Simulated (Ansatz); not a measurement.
Process, species as SMILES: [SeH] (SeH) → [SeH-] (an electron is taken up)
B3LYP-D3(BJ)/def2-TZVP geometries, fixed; electronic energies without zero-point terms; positive where energy is released.

Basis-set convergence of the adiabatic electron affinity at wB97M-V with Ansatz (an electronic-structure program). All functions are spherical. The program fits the integrals of some runs and decomposes those of others, by size. Open shells are unrestricted. The functional holds VV10 correlation; no added dispersion term, no relativity. Functions are those of the species that has most. Reference: the value in aug-cc-pV5Z, 2.225 eV, itself unsure by roughly 0.002 eV (its mean distance from aug-pcseg-3, aug-cc-pVQZ, def2-QZVPPD). Deviations are taken from unrounded values.

| basis | functions | adiabatic electron affinity (eV) | minus reference (eV) |
|---|---|---|---|
| def2-SV(P) | 34 | 1.521 | -0.704 |
| aug-cc-pVDZ | 45 | 2.269 | 0.043 |
| aug-pcseg-1 | 45 | 2.311 | 0.086 |
| 6-311G** | 50 | 1.984 | -0.241 |
| def2-TZVP | 54 | 2.012 | -0.213 |
| def2-TZVPD | 66 | 2.238 | 0.013 |
| aug-cc-pVTZ | 82 | 2.224 | -0.001 |
| aug-pcseg-2 | 82 | 2.222 | -0.003 |
| cc-pVQZ | 98 | 2.144 | -0.082 |
| pcseg-3 | 101 | 2.178 | -0.047 |
| aug-cc-pVQZ | 139 | 2.226 | 0.001 |
| aug-pcseg-3 | 142 | 2.226 | 0.001 |
| cc-pV5Z | 159 | 2.174 | -0.051 |

The smallest set listed that lies within 0.1 eV of the reference with all its larger relatives (same family, alike in diffuse functions; a set with none counts only in the reference's own line) is aug-cc-pVDZ (45 functions, 0.043 eV off), level with aug-pcseg-1. (Relatives not listed, tested too: def2-TZVPPD 0.013, def2-QZVPPD 0.003, pcseg-4 -0.020, aug-cc-pV5Z 0.000 eV.)
